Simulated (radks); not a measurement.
Q: The mean radii <r> (bohr) of the occupied orbitals of an atom or ion are listed with their occupations. All-electron calculation, scalar-relativistic Kohn-Sham, PBE, spin-polarised, spherical densities, point nucleus. Program: a radial shooting solver on a logarithmic mesh with Libxc functionals.

| orbital | occ. | <r> |
|---|---|---|
| 1s up | 1 | 0.1007 |
| 2s up | 1 | 0.4408 |
| 2s down | 1 | 0.4484 |
| 2p up | 2 | 0.3807 |
| 3p up | 1 | 1.074 |

Name the element and its charge. Open shells, if any, are filled with parallel spins first.

A: Z = 15, phosphorus, charge +9: P9+ in 1s1 2s2 2p2 3p1. The 1s radius gives Z: for a bare nucleus <r> = (2 gamma + 1)/(2Z) with gamma = sqrt(1 - (Z/c)^2), 0.0996 bohr for Z = 15, and screening makes it slightly larger (0.1007 here). The occupations add up to 6, and the charge is Z minus that.
